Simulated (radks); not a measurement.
The numbers below are computed, except where a source is named.
Sn+, configuration [Kr] 4d10 5s2 5p1. Level of theory: Dirac Kohn-Sham, exchange-only B88, spin-unpolarised, spherical densities, finite nucleus; open shells fill j = l - 1/2 first; Fermi nuclear charge, rms radius 4.6519 fm (a radial shooting solver on a logarithmic mesh with Libxc functionals).

Normalised radial functions P(r) = r R(r) (large component), r in bohr:

```
   r/bohr * 4p1/2, o 4p3/2 (the largest magnitude, 1.22, reaches the edge; | marks zero, & curves that meet)
 0.002804                             &
  0.00374                             &
 0.005029                             o*
 0.006707                             |&
 0.009018                             |&
  0.01203                             | &
  0.01617                             | o*
  0.02157                             |   &
    0.029                             |     &
  0.03867                             |       &
    0.052                             |        o*
  0.06935                             |         &
  0.09324                             |      &
   0.1244                             *o
   0.1672                    * o      |
    0.223              *o             |
   0.2998                o*           |
   0.3999                            o*
   0.5376                             |               o*
   0.7171                             |                         o*
   0.9641                             |                       &
    1.286                             |             *o
    1.729                             |    *o
    2.306                             |*o
      3.1                             &
    4.135                             &
    5.559                             &
    7.414                             &
    9.968                             &
```

4p1/2: eigenvalue -101.43 eV, 2 radial nodes at r = 0.126, 0.397 bohr, <r> = 0.866 bohr, 90 % of the charge inside 1.27 bohr. 4p3/2: eigenvalue -93.833 eV, 2 radial nodes at r = 0.131, 0.410 bohr, <r> = 0.896 bohr, 90 % of the charge inside 1.32 bohr.
